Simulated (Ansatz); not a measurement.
Here is a job for Ansatz (an electronic-structure program).
Ansatz 0.2 input:
```yaml
crystal:
  periodic: [false, false, false]
  atoms:
    - {symbol: Sb, position_ang: [-0.00000000, -0.00000000, 0.00000000]}
    - {symbol: Cl, position_ang: [1.84740184, -0.63968342, -1.20239968]}
    - {symbol: Cl, position_ang: [0.62122222, 0.48888872, 2.15474458]}
    - {symbol: Cl, position_ang: [-0.93603228, 1.85924544, -0.96690403]}
    - {symbol: Cl, position_ang: [-1.53259177, -1.70845074, 0.01455913]}
basis:
  gaussian:
    orbitals: def2-SVP
hamiltonian:
  xc: pbe0
  dispersion: d3bj
total_charge: 1
```

Problem. What is the computed number of basis functions (Ansatz with PBE0-D3BJ/def2-SVP)?

Solution. 98

Problem. Estimate the total energy that PBE0-D3BJ/def2-SVP returns for this input.

Solution. -2079.655293 Ha
